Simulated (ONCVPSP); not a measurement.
What one change does to a pseudopotential (cobalt, ONCV)

Co, optimised norm-conserving Vanderbilt (ONCV), made with ONCVPSP 4.0.1 (PBEsol, scalar-relativistic). Core [Ne], reference 3s2 3p6 3d7 4s1.5 4p0.5. Waves: 3s+4s: rc 1.55 bohr, ncon 4, nbas 8, qcut 7.4 1/bohr, 2 projectors; 3p+4p: rc 1.25 bohr, ncon 3, nbas 7, qcut 8.9 1/bohr, 3 projectors, debl 0.5 Ha; 3d: rc 0.95 bohr, ncon 4, nbas 8, qcut 13.1 1/bohr, 2 projectors, debl 0.6 Ha. Local part: polynomial inside 0.60 bohr (lpopt 5, dvloc0 0 Ha). Core correction: Teter function, fcfact 5, rcfact 1.7.

All-electron outer shells of the reference configuration (PBEsol, scalar-relativistic, ld1.x):

| shell | level (eV) | outermost node (bohr) | outermost maximum (bohr) |
| --- | --- | --- | --- |
| 2s | -898.99 | 0.08 | 0.21 |
| 2p | -770.38 | – | 0.17 |
| 3s | -103.11 | 0.31 | 0.66 |
| 3p | -66.48 | 0.28 | 0.68 |
| 3d | -9.17 | – | 0.66 |
| 4s | -6.10 | 0.96 | 2.29 |
| 4p | -1.72 | 1.05 | 3.13 |

Change: d: rc 1.24.

Cutoffs: the cutoffs (Ha) at which the residual kinetic energy of the hardest occupied pseudo-wave falls to 1 and 0.1 mHa per electron; they do not see the model core or the augmentation charge, which bear on the density cutoff. Errors are all-electron minus pseudo energies relative to the spin-unpolarised reference configuration.

**Question.** How do hardness, ghosts and transferability respond?

**Answer.** The potential gets softer (82 Ha and 226 Ha → 65 Ha and 73 Ha); of the 4 tests that both files solve, the error grows in 1 and shrinks in 1 by more than 15 % and 0.3 meV (median size 0.6 → 0.3 meV); neither file shows a bound ghost. A larger radius leaves more room for a smooth pseudo-wave, so fewer plane waves are needed.

| quantity | base | changed |
| --- | --- | --- |
| cutoff, loose | 82 Ha | 65 Ha |
| cutoff, tight | 226 Ha | 73 Ha |
| loose cutoff by channel | s 14 Ha, p 32 Ha, d 82 Ha | s 14 Ha, p 32 Ha, d 65 Ha |
| bound ghosts | none | none |
| GHOST(+) flags under 300 eV | s at 164.6 eV | s at 164.6 eV |
| error for 3s2 3p6 3d7 4s2 4p0, meV [ΔE -2.16 eV] | +0.2 | +0.2 |
| error for 3s2 3p6 3d7 4s1 4p0, meV [ΔE 6.89 eV] | -0.4 | -0.3 |
| error for 3s2 3p6 3d7 4s0 4p0, meV [ΔE 23.59 eV] | -0.8 | -0.2 |
| error for 3s1 3p6 3d7 4s2 4p0, meV [ΔE 108.08 eV] | -288 | -370 |
| s: phases at 1.57 bohr within 0.05 rad from the reference energy up to (Ha; the scan ends near 5) | to the end of the scan | to the end of the scan |
| p: phases at 1.27 bohr within 0.05 rad from the reference energy up to (Ha; the scan ends near 5) | to the end of the scan | to the end of the scan |
| rms error of d²Exc/dni dnj with the model core, mHa | 2.42 | 2.49 |
